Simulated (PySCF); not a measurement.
Species: hydroxy(trimethyl)silane, C$_{3}$H$_{10}$OSi, charge 0, multiplicity 1. SMILES: C[Si](C)(C)O
Coordinates optimised at B3LYP-D3(BJ)/def2-TZVP (Ansatz):
```xyz
15

Si    -0.0066    -0.0066     0.0338
C      1.8101     0.2824    -0.3267
C     -0.6654    -1.3271    -1.1220
C     -0.9803     1.5752    -0.1366
O     -0.2151    -0.4691     1.6190
H      1.9566     0.6240    -1.3546
H      2.3940    -0.6331    -0.2001
H      2.2264     1.0396     0.3411
H     -0.5693    -1.0183    -2.1661
H     -1.7212    -1.5271    -0.9271
H     -0.1200    -2.2676    -1.0078
H     -2.0356     1.4096     0.0894
H     -0.9111     1.9708    -1.1527
H     -0.6065     2.3388     0.5485
H      0.2134    -1.2748     1.9158
```

Dispersion corrections to the total energy (kcal/mol) from the dftd3 and dftd4 libraries through PySCF: D3(BJ) without and D4 with the three-body term, each with the damping fitted for the functional named.

| functional | D3(BJ) | D4 |
|---|---|---|
| BP86 | -11.64 | ? |
| TPSSh | -8.50 | -8.62 |
| HSE06 | -4.92 | -5.54 |
| PW6B95 | -3.78 | ? |
| HF | -53.47 | -24.08 |
| r2SCAN | -2.15 | -1.83 |
| CAM-B3LYP | -5.82 | ? |

**Question.** Some entries are withheld; supply them.

**Answer.** 
- BP86, D4: -9.40
- PW6B95, D4: -6.03
- CAM-B3LYP, D4: -6.02
